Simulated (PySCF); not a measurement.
## [Mo(CH3)6] (charge 0, multiplicity 1)

The numbers are results of TPSSh-D3(BJ)/def2-TZVP // BP86-D3(BJ)/def2-SVP in PySCF, not measurements.

- HOMO: -6.36 eV
- dipole moment: 1.39 D
- HOMO–LUMO gap: 3.76 eV
- LUMO: -2.60 eV
- charge on the central atom (Mulliken): 0.82 e
- total energy: -307.7238 Ha
- cost: about 26 core-minutes (a rough figure)

```xyz
25

Mo     0.1404    -0.0906     0.1195
C      1.0519     0.9510     1.7285
H      1.5551     0.1127     2.2679
H      0.4078     1.5017     2.4403
H      1.8364     1.6338     1.3373
C      1.9051    -0.9868    -0.6466
H      2.4138    -1.2978     0.2977
H      2.6016    -0.3672    -1.2431
H      1.6440    -1.9026    -1.2191
C     -1.9223    -0.3990    -0.5679
H     -2.3488     0.3668    -1.2405
H     -2.5877    -0.5278     0.3116
H     -1.8625    -1.3680    -1.1121
C     -0.5398    -1.7610     1.2381
H     -1.0209    -2.6014     0.7022
H     -1.2059    -1.4177     2.0585
H      0.4163    -2.1189     1.6907
C     -0.7494     1.9154     0.0396
H     -1.3663     1.9518     0.9653
H     -1.3898     2.1481    -0.8301
H      0.0537     2.6779     0.1198
C      0.1500     0.4615    -2.0059
H      0.3626    -0.4393    -2.6192
H      1.0182     1.1540    -2.0806
H     -0.7500     0.9678    -2.3988
```
Charge 0, spin multiplicity 1.
